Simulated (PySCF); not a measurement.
Cl3HHfS, multiplicity 1. Atoms are numbered in the order given.

```xyz
6

Hf     0.0401    -0.0058     0.0000
Cl     0.5005     1.2758    -1.8957
Cl     0.5005     1.2758     1.8957
Cl     1.1612    -2.0448     0.0000
S     -2.3108    -0.5592     0.0000
H     -2.6709     0.7485     0.0000
```

Geometry: PBE0-D3(BJ)/def2-SVP. The multiplicity is an assumed one; no other spin state was optimised. The structure was generated by enumeration; whether it is a known compound was not checked. The def2 effective core potentials stand for the cores of Hf; spin–orbit coupling is left out. One conformer was computed; it need not be the lowest.

All values below come from PBE/def2-TZVP (PySCF).

Symmetry labels are those of the subgroup Cs that the program uses (full group Cs).

Computed valence orbital energies around the gap with their symmetry:
| orbital | symmetry | energy (eV) |
|---|---|---|
| HOMO−7 | A' | -9.00 |
| HOMO−6 | A" | -8.99 |
| HOMO−5 | A' | -8.80 |
| HOMO−4 | A" | -8.52 |
| HOMO−3 | A' | -8.49 |
| HOMO−2 | A" | -8.22 |
| HOMO−1 | A' | -8.03 |
| HOMO | A" | -7.04 |
| LUMO | A' | -3.16 |
| LUMO+1 | A" | -2.78 |
| LUMO+2 | A' | -2.24 |
| LUMO+3 | A' | -2.10 |
